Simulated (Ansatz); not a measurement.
`C[Si](C)(C)[Si](C)(C)[Si](C)(C)C`. Total charge 0; singlet. Geometry PBE-D4/def2-SVP; atoms count from 1.

```xyz
35

C    -1.982    2.003    0.330
Si   -1.854    0.137    0.676
C    -2.800   -0.820   -0.669
C    -2.644   -0.235    2.367
Si    0.402   -0.547    0.704
C     1.244    0.128    2.283
C     0.469   -2.457    0.718
Si    1.565    0.257   -1.182
C     0.588   -0.106   -2.774
C     3.260   -0.602   -1.287
C     1.834    2.133   -1.023
H    -3.037    2.347    0.390
H    -1.603    2.249   -0.683
H    -1.392    2.589    1.063
H    -3.869   -0.522   -0.693
H    -2.757   -1.913   -0.481
H    -2.371   -0.634   -1.675
H    -2.585   -1.317    2.606
H    -2.130    0.319    3.180
H    -3.715    0.058    2.381
H     1.207    1.236    2.306
H     0.739   -0.249    3.196
H     2.310   -0.178    2.331
H    -0.067   -2.872    1.597
H    -0.004   -2.874   -0.195
H     1.517   -2.820    0.754
H     1.163    0.201   -3.673
H     0.362   -1.188   -2.869
H    -0.377    0.443   -2.785
H     3.860   -0.415   -0.373
H     3.842   -0.231   -2.157
H     3.146   -1.700   -1.398
H     0.870    2.676   -0.958
H     2.393    2.531   -1.896
H     2.418    2.373   -0.110
```

Single mean-field runs in def2-TZVP are fitted with def2-universal-jkfit.

(1) Estimate the Mulliken populations of the heavy atoms from the PBE0/def2-TZVP orbitals of Ansatz.

(2) And the Mayer bond orders between heavy atoms (over 0.3)?

## Answers

(1) 
```
atom  charge (e)
  C1       -0.48
 Si2        0.24
  C3       -0.48
  C4       -0.49
 Si5        0.17
  C6       -0.49
  C7       -0.49
 Si8        0.24
  C9       -0.48
 C10       -0.49
 C11       -0.48
```
Mulliken values depend strongly on the basis.

(2) C1–Si2 0.98 (1.90 Å); Si2–C3 0.98 (1.90 Å); Si2–C4 1.00 (1.90 Å); Si2–Si5 0.96 (2.36 Å); Si5–C6 0.96 (1.91 Å); Si5–C7 0.96 (1.91 Å); Si5–Si8 0.96 (2.36 Å); Si8–C9 0.98 (1.90 Å); Si8–C10 1.00 (1.90 Å); Si8–C11 0.98 (1.90 Å).
